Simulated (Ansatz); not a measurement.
Start from `ClC=[Se]` and change one element to get `FC=[Se]`.

Ansatz, PBE0-D4/def2-TZVP geometries, multiplicity 1. 

Scalar relativity is left out up to krypton.

```tsv
property	`ClC=[Se]`
ideal-gas entropy at 298 K and 1 bar (rigid rotor, harmonic PBE0-D4/def2-TZVP) / J/(mol·K)	282
HOMO–LUMO gap (ωB97M-V/def2-TZVPP) / eV	8.16
LUMO energy (B3LYP/def2-TZVPP) / eV	-3.10
HOMO energy (ωB97M-V/def2-TZVPP) / eV	-8.99
HOMO–LUMO gap (PBE/def2-TZVPP) / eV	1.96
HOMO–LUMO gap (B3LYP/def2-TZVPP) / eV	3.50
```

Q: Give the same properties after the change, and the shifts. (Best estimate.)

A: Computed: 
```
                                                                                  property  `FC=[Se]`  shift
ideal-gas entropy at 298 K and 1 bar (rigid rotor, harmonic PBE0-D4/def2-TZVP) / J/(mol·K)        271    -11
                                                   HOMO–LUMO gap (ωB97M-V/def2-TZVPP) / eV       8.77   0.61
                                                       LUMO energy (B3LYP/def2-TZVPP) / eV      -2.81   0.29
                                                     HOMO energy (ωB97M-V/def2-TZVPP) / eV      -9.20  -0.21
                                                       HOMO–LUMO gap (PBE/def2-TZVPP) / eV       2.40   0.44
                                                     HOMO–LUMO gap (B3LYP/def2-TZVPP) / eV       3.99   0.49
```

With PBE0 the HOMO falls by 0.19 eV and the LUMO rises by 0.33 eV, so the gap widens by about 0.52 eV. PBE moves the HOMO by -0.18 eV and ωB97M-V by -0.21 eV.

B3LYP here is the variant with VWN-RPA as its local correlation; programs differ in this.

Spin–orbit coupling is left out; it splits and shifts lone-pair levels of the heavy atoms by tenths of an eV.
